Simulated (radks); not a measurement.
Results of a calculation; reference values are marked as such.
Species: Ru28+. Configuration: [Ne] 3s2 3p4.

Level of theory: scalar-relativistic Kohn-Sham, r2SCAN, spin-polarised, spherical densities, finite nucleus; open shells are filled with parallel spins first (spin-orbit coupling, left out, can overturn this in heavy ions); meta-GGA in the generalised Kohn-Sham scheme; Fermi nuclear charge, rms radius 4.4809 fm (a radial shooting solver on a logarithmic mesh with Libxc functionals).

Energy parts (eV):
part                       energy
total                 -108211.103
kinetic                112403.823
electron-nucleus      -236878.113
Hartree                 18689.585
exchange-correlation    -2426.398

Orbitals (lengths in bohr, moments of r in powers of bohr):
orbital	occ.	eigenvalue (eV)	<r^2>	<r^4>
1s up	1	-23365.26	0.001510	5.919e-06
1s down	1	-23359.97	0.001510	5.916e-06
2s up	1	-4510.036	0.02435	0.001009
2s down	1	-4508.113	0.02431	0.001004
2p up	3	-4189.156	0.01909	0.0007141
2p down	3	-4184.611	0.01909	0.0007123
3s up	1	-1671.692	0.1456	0.03099
3s down	1	-1657.173	0.1464	0.03137
3p up	3	-1566.117	0.1400	0.02966
3p down	1	-1551.270	0.1407	0.03003
3d up	0	-1424.315	0.1120	0.02088
3d down	0	-1412.125	0.1118	0.02090
4s up	0	-835.6976	0.5281	0.3846
4s down	0	-827.8895	0.5352	0.3953

The highest occupied level is 3p down at -1551.3 eV. Summed over all electrons, <r^2> = 1.019 bohr^2, which gives a Langevin (diamagnetic) susceptibility term of -0.807 x 10^-6 cm^3/mol. Spin moment in Bohr magnetons: 2. The density falls to 0.001 e/bohr^3 at r = 0.98 bohr.
